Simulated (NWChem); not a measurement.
System: BHOCl2; SMILES OB(Cl)Cl

Results from NWChem. Geometry: optimised at B3LYP/6-31G* (spherical d). One conformer.

Diagonal of the polarisability tensor at PBE/def2-SVPD, static: 49.40, 58.93, 36.42 bohr³.

Question: Find the mean polarisability volume, the molar refraction, and the refractive index that an ideal gas of it would have at 273.15 K and 1 atm.

Answer: 
1. Mean: one third of the trace = 48.25 bohr³ × 0.14818 Å³/bohr³ = 7.15 Å³.
2. Molar refraction (Lorentz-Lorenz): (4π/3) N_A α = 18.0 cm³/mol.
3. Number density p/kT = 2.687 × 10⁻⁵ Å⁻³; n − 1 = 2π N α = 12.07 × 10⁻⁴.
4. These hold the electronic response alone: vibrational and orientational terms add to the static dielectric constant.
